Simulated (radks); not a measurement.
Values are calculated unless marked as measured or tabulated.
Os21+, configuration [Kr] 4d10 4f9 (the NIST ground configuration). Code: a radial shooting solver on a logarithmic mesh with Libxc functionals. Model: Dirac Kohn-Sham, relativistic LDA (MacDonald-Vosko exchange, VWN5 correlation), spin-unpolarised, spherical densities, finite nucleus; open shells fill j = l - 1/2 first; Fermi nuclear charge, rms radius 5.4126 fm. Some entries of the table are withheld. Estimate them.

orbital,occ.,eigenvalue (eV),<r^2> (bohr^2)
1s1/2,2,-73788.94,0.0004374
2s1/2,2,-13326.83,(1)
2p1/2,2,(2),0.004717
2p3/2,4,(3),0.005908
3s1/2,2,(4),0.04311
3p1/2,2,-3296.090,0.03939
3p3/2,4,-2965.451,0.04585
3d3/2,4,-2561.306,0.03531
3d5/2,6,-2489.250,0.03707
4s1/2,2,-1165.912,0.2034
4p1/2,2,-1064.318,0.2065
4p3/2,4,-981.6269,0.2359
4d3/2,4,-813.1107,0.2428
4d5/2,6,-796.9789,0.2523
4f5/2,6,-581.2077,0.2561
4f7/2,3,-577.4944,0.2604

Answer. 
(1) 2s1/2 <r^2> (bohr^2): 0.006636
(2) 2p1/2 eigenvalue (eV): -12797.60
(3) 2p3/2 eigenvalue (eV): -11286.09
(4) 3s1/2 eigenvalue (eV): -3535.248
